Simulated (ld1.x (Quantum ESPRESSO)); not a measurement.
**oxygen, TM: configuration errors across variants**

ld1.x (Quantum ESPRESSO) 7.5 input, shortened:

```
&input
   title='O', zed=8., rel=1, dft='PZ', iswitch=3,
   config='[He] 2s2 2p3.5'
 /
 &inputp
   pseudotype=2, tm=.true., lloc=-2, rcloc=0.80,
   nlcc=.false.
 /
2
2S  1  0   2.00   0.00  0.75  0.75  0.0
2P  2  1   3.50   0.00  0.95  0.95  0.0
 &test
   configts(1)='2s2 2p3.5'
 /
```

All-electron excitation energies from the reference (eV): (1) 2s2 2p4 -6.366; (2) 2s2 2p3 10.218; (3) 2s2 2p2 43.926; (4) 2s1 2p4 25.056; (5) 2s1 2p5 8.218; (6) 2s0 2p6 22.862; (7) 2s2 2p4.3 -8.540; (8) 2s2 2p3.5 spin -2.467; (9) 2s2 2p4 spin -7.775.

Spin tests fill each open shell by Hund’s rule, majority spin first.

Errors AE − PS in meV (a dash: test not solved or not reliable):

```csv
change,(1),(2),(3),(4),(5),(6),(7),(8),(9),bound ghosts
base,+0.8,+0.7,+27,+10,+17,+59,+1.3,+254,+139,none
wave 2s (bound): rc 0.75 bohr becomes 2s (bound): rc 0.50 bohr,+1.3,+1.6,+41,+31,+46,+169,+2.1,+266,+146,none
wave 2s (bound): rc 0.75 bohr becomes 2s (bound): rc 0.54 bohr,+1.1,+1.2,+35,+19,+30,+103,+1.7,+259,+142,none
wave 2s (bound): rc 0.75 bohr becomes 2s (bound): rc 0.62 bohr,+0.9,+0.9,+30,+12,+20,+69,+1.4,+255,+140,none
wave 2s (bound): rc 0.75 bohr becomes 2s (bound): rc 0.78 bohr,+0.8,+0.7,+28,+10,+17,+59,+1.3,+254,+139,none
wave 2s (bound): rc 0.75 bohr becomes 2s (bound): rc 0.84 bohr,+0.9,+0.8,+28,+10,+17,+61,+1.3,+254,+139,none
wave 2s (bound): rc 0.75 bohr becomes 2s (bound): rc 0.94 bohr,+1.0,+1.1,+32,+11,+20,+69,+1.6,+253,+139,none
wave 2s (bound): rc 0.75 bohr becomes 2s (bound): rc 0.98 bohr,+1.0,+1.1,+34,+11,+21,+72,+1.7,+252,+139,none
wave 2s (bound): rc 0.75 bohr becomes 2s (bound): rc 1.06 bohr,+1.3,+1.6,+40,+11,+25,+84,+2.1,+250,+139,none
wave 2s (bound): rc 0.75 bohr becomes 2s (bound): rc 1.12 bohr,+1.4,+1.9,+45,+10,+28,+92,+2.4,+249,+138,none
```

Give the same row for: wave 2s (bound): rc 0.75 bohr becomes 2s (bound): rc 0.70 bohr.

+0.8, +0.7, +28, +11, +17, +59, +1.3, +254, +139; bound ghosts: none.
